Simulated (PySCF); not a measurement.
H3Zr, SMILES [ZrH3+] (connectivity only; charge and spin as stated), charge +1, multiplicity 1.

Geometry: PBE0-D3(BJ)/def2-TZVPD. The geometry has at least one imaginary mode, so it is a saddle point at that level. The multiplicity is an assumed one; other spin states were not compared. The def2 effective core potentials stand for the cores of Zr; spin–orbit coupling is left out.

Method: M06-2X/def2-TZVPD (PySCF).

Isolated molecule, no solvent.

- total energy = -48.34438 hartree
- point group = D3h
- highest occupied level = -15.61 eV
- lowest empty level = -8.73 eV
- orbital gap = 6.88 eV
- dipole moment about the centre of nuclear charge = 0.00 D
- mean static polarisability = 38.7 bohr³ (5.73 Å³)
- polarisability, principal values = 23.5, 46.2, 46.2 bohr³
